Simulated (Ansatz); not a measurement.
SbH₂I. Total charge 0; singlet. Geometry r2SCAN-D4/def2-TZVP, basis def2-TZVP, Ansatz.

```xyz
4

Sb   -0.6252    0.1273    0.5892
H    -1.1336    0.0487   -1.0446
H    -0.0156   -1.4689    0.4697
I     1.7743    1.2928   -0.0143
```

```
run  HOMO (eV)  LUMO (eV)
  A      -8.08      -1.33
  B      -9.47       0.79
  C      -8.38      -1.20
  D      -6.12      -2.85
  E      -7.18      -2.13
  F      -6.26      -3.08
```

In the def2 sets I, Sb take a core potential; there is no spin–orbit coupling.

Task: The runs used BHLYP, CAM-B3LYP, HF, LDA (SPW92), PBE, PBE0. Estimate which is which.

Result: A BHLYP (50 % exact exchange); B HF (100 % exact exchange); C CAM-B3LYP (range-separated); D PBE (0 % exact exchange); E PBE0 (25 % exact exchange); F LDA (SPW92) (0 % exact exchange). Exact exchange lowers occupied and raises empty levels; among semilocal functionals meta-GGAs tend to open the gap a little, and such runs are hard to tell apart. The gap grows from 3.17 eV (LDA (SPW92)) to 10.25 eV (HF).
